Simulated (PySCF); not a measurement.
Species: C₅H₁₂SSi.
Structure used (GFN2-xTB), in Å, numbered top down from 1:
```xyz
19
C5H12SSi angstrom
C      3.7836    0.4265    0.3736
S      2.2535    1.1278   -0.3134
Si     0.9128   -0.4814    0.1471
C     -0.7854   -0.0372   -0.5397
C     -1.6021    1.0374    0.2090
C     -2.7998    0.0795    0.2566
C     -1.9084   -1.0547   -0.2661
H      3.6512    0.2254    1.4318
H      4.0353   -0.4869   -0.1559
H      4.5631    1.1669    0.2303
H      0.8884   -0.6349    1.6042
H      1.4524   -1.6997   -0.4612
H     -0.7238    0.1985   -1.6034
H     -1.2084    1.2786    1.1949
H     -1.7588    1.9658   -0.3358
H     -3.5934    0.3528   -0.4364
H     -3.2358   -0.0822    1.2407
H     -1.6521   -1.7831    0.5013
H     -2.2822   -1.5901   -1.1371
```

Probes without a nucleus sit at each ring's centroid and 1 Å off its mean plane on both sides; NICS is minus the shielding there, NICSzz its component along the normal. Level: GIAO PBE0/pcSseg-1 (PySCF, non-relativistic, gas phase) on the GFN2-xTB geometry, one conformer.

Ring bond lengths (Å), with Mayer bond orders in brackets: C4–C5 1.544 (1.01), C5–C6 1.534 (1.05), C6–C7 1.534 (1.05), C7–C4 1.540 (1.01).

Question: Give the NICS values of each ring in ppm.

Answer: 
| ring | type | NICS(0) | NICS(1), two faces | NICS(1)zz, two faces | rms pucker (Å) | centre to ring atoms, mean (Å) |
| --- | --- | --- | --- | --- | --- | --- |
| C4–C5–C6–C7 | 4-membered carbocycle; formal bonds all single | 2.3 | 1.0 / 0.6 | 5.7 / 6.4 | 0.06 | 1.09 |

Question: What do they say, and how far can they be read as aromaticity?

Answer: 
- C4–C5–C6–C7: mean NICS(1)zz 6.0 ppm, deshielded. C4, C5, C6, C7 have four or more neighbours, so the value isn't read as a sign of a π ring current.

Question: How shielded are the nuclei of the rings and their hydrogens (means over atoms taken as equivalent)?

Answer: 
```json
{"atoms": "C4", "environment": "sp3 carbon bound to silicon", "σ isotropic (ppm)": "170.1", "principal values of the symmetric part, first atom (ppm)": "152.8, 172.3, 185.3"}
{"atoms": "C5 (×2)", "environment": "four-membered-ring carbon", "σ isotropic (ppm)": "162.8", "principal values of the symmetric part, first atom (ppm)": "149.1, 153.1, 183.0"}
{"atoms": "C6", "environment": "four-membered-ring carbon", "σ isotropic (ppm)": "165.1", "principal values of the symmetric part, first atom (ppm)": "149.9, 164.0, 181.3"}
{"atoms": "H13", "environment": "methine hydrogen", "σ isotropic (ppm)": "29.37", "principal values of the symmetric part, first atom (ppm)": "25.9, 29.4, 32.8"}
{"atoms": "H14 (×2)", "environment": "methylene hydrogen", "σ isotropic (ppm)": "29.65", "principal values of the symmetric part, first atom (ppm)": "25.8, 29.6, 33.2"}
{"atoms": "H15 (×2)", "environment": "methylene hydrogen", "σ isotropic (ppm)": "29.46", "principal values of the symmetric part, first atom (ppm)": "25.7, 27.5, 35.1"}
{"atoms": "H16", "environment": "methylene hydrogen", "σ isotropic (ppm)": "29.34", "principal values of the symmetric part, first atom (ppm)": "26.1, 26.9, 35.0"}
{"atoms": "H17", "environment": "methylene hydrogen", "σ isotropic (ppm)": "29.57", "principal values of the symmetric part, first atom (ppm)": "26.1, 26.5, 36.1"}
```

Time: 38 s; peak memory 0.85 GiB. Hardware: one thread of an Intel Xeon Platinum 8259CL at 2.50 GHz, shared host with 96 logical CPUs at a one-minute load of 12. This is the whole shielding run at PBE0/pcSseg-1, SCF included.
